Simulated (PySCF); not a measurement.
Compound: C2H15NSi4.
Structure used (PBE0-D3(BJ)/def2-SVP), in Å, numbered top down from 1:
```xyz
22
C2H15NSi4 angstrom
C     -2.038   -1.281    0.543
N     -0.941   -0.545   -0.035
C     -1.081   -0.293   -1.447
Si     0.038    0.532    0.936
Si    -0.792    2.734    1.078
Si     2.194    0.496    0.004
Si     2.506   -1.733   -0.657
H     -1.847   -1.488    1.606
H     -2.161   -2.254    0.033
H     -3.008   -0.747    0.471
H     -0.190    0.222   -1.843
H     -1.961    0.336   -1.692
H     -1.184   -1.241   -2.006
H      0.100   -0.059    2.311
H     -2.153    2.784    1.701
H     -0.891    3.314   -0.300
H      0.129    3.600    1.881
H      3.217    0.913    1.015
H      2.315    1.405   -1.181
H      2.190   -2.638    0.491
H      1.584   -2.050   -1.791
H      3.909   -2.000   -1.102
```

Level: PBE0/pcSseg-1 in PySCF, non-relativistic, on one gas-phase PBE0-D3(BJ)/def2-SVP geometry that isn't relaxed in the solvent. The solvent is an IEF-PCM continuum (van der Waals radii × 1.2). Specific hydrogen bonds and non-electrostatic terms are outside this model.

Gas phase at PBE0/pcSseg-1: HOMO -6.23 eV, LUMO -0.48 eV, dipole 1.16 D.

What does the continuum do to the energy, the frontier levels and the dipole at PBE0/pcSseg-1 in chloroform and methanol?

```csv
solvent,ε,E(solvent) − E(gas) (kJ/mol),polarisation term (kJ/mol),distortion of the solute (kJ/mol),HOMO (eV),LUMO (eV),dipole (D)
chloroform,4.711,-3.44,-3.66,0.22,-6.07,-0.35,1.34
methanol,32.61,-4.82,-5.28,0.46,-6.04,-0.33,1.39
```

The polarisation term is half the interaction of the solute with the surface charges that it induces; the rest is the cost of distorting the solute's density. The sum is the electrostatic part of solvation alone. From chloroform to methanol the lowering changes by a factor 1.40, Onsager's factor (ε − 1)/(2ε + 1) by 1.34 and ε itself by 6.9.

Which radius a makes the point-dipole formula ΔE = −[(ε − 1)/(2ε + 1)]·μ²/a³ give the value in methanol, with the gas-phase dipole?

μ = 0.457 au and |ΔE| = 0.00183 Eh give a = 2.01 Å; the farthest nucleus lies 4.53 Å from the centroid of the nuclei, so such a sphere wouldn't even hold the nuclei. The formula assumes a rigid point dipole at the centre of a sphere.

Give the dipole vector in the frame of the coordinates (D, pointing from negative to positive charge), gas and methanol.

Gas (-0.98, -0.55, -0.31), solvent (-1.19, -0.58, -0.42). Its length changes by +19 % and its direction by 4°.

Which ESP-fitted charges (PBE0/pcSseg-1) respond most in chloroform (means over atoms taken as equivalent)?

```csv
atoms,environment,gas (e),solvent (e),change
Si4,SiH silicon,+0.224,+0.257,+0.033
N2,silicon-bound nitrogen,-0.051,-0.068,-0.017
C1/C3,N-methyl carbon,-0.363,-0.375,-0.012
H14,Si–H hydrogen,-0.077,-0.084,-0.007
H8 (×6),methyl hydrogen,+0.124,+0.130,+0.006
Si7,SiH3 silicon,+0.205,+0.211,+0.006
```

How do the nuclear quadrupole coupling constants eQVzz/h respond in chloroform?

| nucleus | Q (barn) | gas (MHz) | solvent (MHz) | η gas | η solvent |
| --- | --- | --- | --- | --- | --- |
| 14N at N2 | 0.02044 | -5.46 | -5.40 | 0.31 | 0.30 |
